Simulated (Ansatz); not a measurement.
Basis-set extrapolation for ClFH4O2Si2 (`O[Si@H](Cl)[Si@@H](O)F`) (PBE0-D4/def2-TZVP geometry, frozen core, Ansatz 0.2.0). Multiplicity 1, RHF reference.

```csv
,def2-TZVPP,def2-QZVPP
HF,-1289.239815,-1289.283433
MP2 correlation,-1.150235,-1.254167
CCSD(T) correlation,-1.232625,not run
```

Energies in hartree. Use E(X) = E(∞) + A·exp(−7.88·√X) for Hartree–Fock and E(X) = E(∞) + B·X^(−2.97) for correlation, with X = 3 and 4, and add CCSD(T) minus MP2 of the smaller set to the MP2 limit.

**Question.** What is the CCSD(T) energy at the basis-set limit?

**Answer.** HF limit: -1289.283433 + (-0.043618) × 0.13774 = -1289.28944. MP2 limit: -1.254167 + (-0.103932) × 0.74074 = -1.33115. Higher-order term: -1.232625 − (-1.150235) = -0.08239. Total: -1290.70298 hartree, 144.7 kcal/mol below CCSD(T)/def2-TZVPP.
